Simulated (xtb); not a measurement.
F₂Sr (SMILES [F][Sr][F]), singlet, geometry from GFN2-xTB (such geometries of metal compounds can be far from the true shape); GFN1-xTB (xtb).

The xtb input:
```
$ xtb mol.xyz --gfn 1 --acc 0.1 --json

# file mol.xyz
3

Sr    -0.41021296    -0.09466902    -0.03657170
F      0.68751268     1.35864233    -0.92031756
F      1.04449760    -0.95892868     1.07473142
```

Problem. Predict the main parts of the log of this xtb run.

Solution. 
```
   ID    Z sym.   atoms
    1   38 Sr     1
    2    9 F      2, 3

           -------------------------------------------------
          |                Calculation Setup                |
           -------------------------------------------------

           -------------------------------------------------
          |                 G F N 1 - x T B                 |
           -------------------------------------------------

          ...................................................
          :                      SETUP                      :
          :.................................................:
          :  # basis functions                  18          :
          :  # atomic orbitals                  17          :
          :  # shells                            7          :
          :  # electrons                        16          :
          :  # halogen bonds                     0          :
          :  max. iterations                   250          :
          :  Hamiltonian                  GFN1-xTB          :
          :  restarted?                      false          :
          :  GBSA solvation                  false          :
          :  PC potential                    false          :
          :  electronic temp.          300.0000000     K    :
          :  accuracy                    0.1000000          :
          :  -> integral cutoff          0.3500000E+02      :
          :  -> integral neglect         0.1000000E-08      :
          :  -> SCF convergence          0.1000000E-06 Eh   :
          :  -> wf. convergence          0.2000000E-05 e    :
          :  Broyden damping             0.4000000          :
          :  net charge                          0          :
          :  unpaired electrons                  0          :
          ...................................................

 iter      E             dE          RMSdq      gap      omega  full diag
   1    -10.1276906 -0.101277E+02  0.110E+01    0.99       0.0  T
   2    -10.7009507 -0.573260E+00  0.857E+00    9.63       1.0  T
   3    -10.8254981 -0.124547E+00  0.582E+00    6.58       1.0  T
   4    -20.4770178 -0.965152E+01  0.612E+01    0.20       1.0  T
   5    -20.8940578 -0.417040E+00  0.615E+01    0.19       1.0  T
   6    -10.5839032  0.103102E+02  0.105E+01   13.24       1.0  T
   7    -10.9056940 -0.321791E+00  0.291E+00    4.65       1.0  T
   8    -10.8641966  0.414974E-01  0.371E+00    5.66       1.0  T
[...]
         :: total energy             -10.931394368232 Eh    ::
[...]
         4        2.0000           -0.4269129             -11.6169
         5        2.0000           -0.4268495             -11.6152
         6        2.0000           -0.4263494             -11.6016
         7        2.0000           -0.4190034             -11.4017
         8        2.0000           -0.4175439             -11.3619 (HOMO)
         9                         -0.2970087              -8.0820 (LUMO)
        10                         -0.2400800              -6.5329
        11                         -0.2305004              -6.2722
        12                         -0.2294216              -6.2429
        13                         -0.1243540              -3.3838
        14                         -0.1131192              -3.0781
        15                         -0.0905181              -2.4631
        16                         -0.0441258              -1.2007
        17                          0.0628294               1.7097
      -------------------------------------------------------------
                  HL-Gap            0.1205352 Eh            3.2799 eV
             Fermi-level           -0.3572763 Eh           -9.7220 eV

  Mulliken/CM5 charges         n(s)   n(p)   n(d)
     1Sr    0.97797  1.38602   0.233  0.139  0.649
     2F    -0.48899 -0.69301   1.841  5.648  0.000
     3F    -0.48899 -0.69301   1.841  5.648  0.000

Wiberg/Mayer (AO) data.
largest (>0.10) Wiberg bond orders for each atom

 ---------------------------------------------------------------------------
     #   Z sym  total        # sym  WBO       # sym  WBO       # sym  WBO
 ---------------------------------------------------------------------------
     1  38 Sr   1.863 --     3 F    0.931     2 F    0.931
     2   9 F    0.950 --     1 Sr   0.931
     3   9 F    0.950 --     1 Sr   0.931
 ---------------------------------------------------------------------------

Topologies differ in total number of bonds
Writing topology from bond orders to xtbtopo.mol

 dipole moment from electron density (au)
     X       Y       Z
  -3.6731  -0.8477  -0.3275  total (Debye):    9.617

           -------------------------------------------------
          | TOTAL ENERGY              -10.931394368232 Eh   |
          | GRADIENT NORM               0.012190375654 Eh/α |
          | HOMO-LUMO GAP               3.279929511618 eV   |
           -------------------------------------------------

normal termination of xtb
```
